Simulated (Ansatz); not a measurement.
Gas-phase electronic energies from Ansatz, PBE0-D4/def2-TZVP geometries. CCSD(T)/CBS adds triple-zeta CCSD(T) − MP2 to the extrapolated MP2 energy (def2 sets, frozen cores). This one scheme is used for every species. DFT in def2-TZVPP. B3LYP here is the variant with VWN-RPA as its local correlation; programs differ in this. For Ge outer-core shells are correlated without core-valence functions, which leaves a few kJ/mol of doubt a bond. Scalar relativity is left out up to krypton. One conformer a species, not always the lowest.

Reaction (formal exchange of groups at a Ge–C bond): `[OH][GeH]([F])[CH2]Cl` + acetylene → `[OH][GeH2][F]` + `C#CCCl`

```
             level  ΔE (kJ/mol)  difference from CCSD(T)/CBS
            PBE-D4          7.9                        -12.9
         r2SCAN-D4         11.4                         -9.4
           PBE0-D4          9.2                        -11.6
          B3LYP-D4         10.7                        -10.1
           ωB97X-V         14.1                         -6.7
            B2PLYP         11.6                         -9.2
               PBE          5.4                        -15.4
            r2SCAN         10.7                        -10.1
              PBE0          6.9                        -13.9
             B3LYP          6.8                        -14.0
     HF/def2-TZVPP          8.9                        -11.9
SCS-MP2/def2-TZVPP         15.3                         -5.5
   CCSD/def2-TZVPP         18.2                         -2.6
     HF/def2-QZVPP          8.0                        -12.8
SCS-MP2/def2-QZVPP         15.9                         -4.9
    CCSD/CBS(def2)         20.0                         -0.8
       CCSD(T)/CBS         20.8                            0
```

Largest T1 diagnostic among the species: 0.013.

The D4 term adds +3.9 kJ/mol with B3LYP and +2.3 kJ/mol with PBE0; it sums over pairs of atoms, weighted by their polarisabilities, and B3LYP, whose exchange is more repulsive, gets the larger term. In def2-TZVPP, CCSD(T) changes the Hartree–Fock value by +10.0 kJ/mol (the triples alone add +0.7 kJ/mol) and MP2 by +8.2 kJ/mol.
